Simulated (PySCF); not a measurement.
**Correlation energy of In⁺ (indium, charge +1)**

[Kr] 4d10 5s1 6s1, high-spin 3S determinant (an excited configuration). All numbers are calculated (PySCF 2.14, a scalar-relativistic core potential, in aug-cc-pVDZ-PP with ECP28MDF (5s4p3d, 32 functions)). Frozen: 4s2 4p6 4d10; 2 electrons correlated.

With two correlated electrons CCSD is exact within the correlated space (frozen core and kept virtual orbitals).

```
level  correlation energy (mhartree)
 CCSD                          -5.26
```

Diagnostics: T1 = 0.0083, D1 = 0.0165, largest double amplitude 0.047.

The outer electron is Rydberg-like, and this basis confines it to a smaller radius and binds it less than a complete one would.

Cost of the coupled-cluster step: about 0.06 core-seconds, for 2 correlated electrons.
